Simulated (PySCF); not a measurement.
CH₄Cl₂NNbO, multiplicity 1. Atoms are numbered in the order given.

```xyz
10

Nb    -0.0513    -0.1522     0.0000
N      0.2290    -1.8738     0.0000
H      0.3772    -2.8803     0.0000
Cl    -1.2096     0.3936     1.9456
Cl    -1.2096     0.3936    -1.9456
O      1.6282     0.6648     0.0000
C      3.0122     0.4126     0.0000
H      3.2137    -0.6722     0.0000
H      3.4675     0.8654    -0.8958
H      3.4675     0.8654     0.8958
```

The structure is a stationary point at B3LYP-D3(BJ)/def2-SVP. The spin state was assumed, not searched. The def2 effective core potentials stand for the cores of Nb; spin–orbit coupling is left out. One conformer was computed; it need not be the lowest.

Computed with TDDFT-PBE/def2-SVPD in PySCF 2.14.0.

Vertical excitations. Gas-phase values at a fixed geometry. State labels are in the subgroup Cs.

```csv
state,symmetry,energy (eV),λ (nm),f,main pairs
S1,A",4.23,293,0.003,HOMO→LUMO 96 %
S2,A',4.42,280,0.001,"HOMO→LUMO+1 51 %, HOMO−1→LUMO 48 %"
S3,A',4.48,277,0.007,"HOMO−1→LUMO 48 %, HOMO→LUMO+1 46 %"
S4,A",4.61,269,0.002,HOMO−1→LUMO+1 95 %
S5,A",4.83,257,0.008,HOMO−2→LUMO 88 %
S6,A',5.01,247,0.001,"HOMO−3→LUMO 66 %, HOMO−2→LUMO+1 32 %"
S7,A",5.21,238,0.001,"HOMO−3→LUMO+1 72 %, HOMO−4→LUMO 28 %"
S8,A',5.24,236,0.015,"HOMO−4→LUMO+1 34 %, HOMO−2→LUMO+1 31 %, HOMO−3→LUMO 17 %, HOMO−5→LUMO 12 %"
S9,A',5.32,233,0.002,"HOMO−5→LUMO 81 %, HOMO−4→LUMO+1 16 %"
S10,A",5.42,229,0.011,"HOMO−5→LUMO+1 42 %, HOMO−4→LUMO 33 %, HOMO−3→LUMO+1 16 %"
T1,A",4.00,310,0,HOMO→LUMO 98 %
T2,A',4.09,303,0,"HOMO−1→LUMO 66 %, HOMO→LUMO+1 27 %"
T3,A',4.20,295,0,"HOMO→LUMO+1 68 %, HOMO−1→LUMO 30 %"
T4,A",4.40,282,0,HOMO−1→LUMO+1 97 %
```
Triplets are in the Tamm–Dancoff approximation, which puts them higher than full response would, so one can lie above its singlet here.
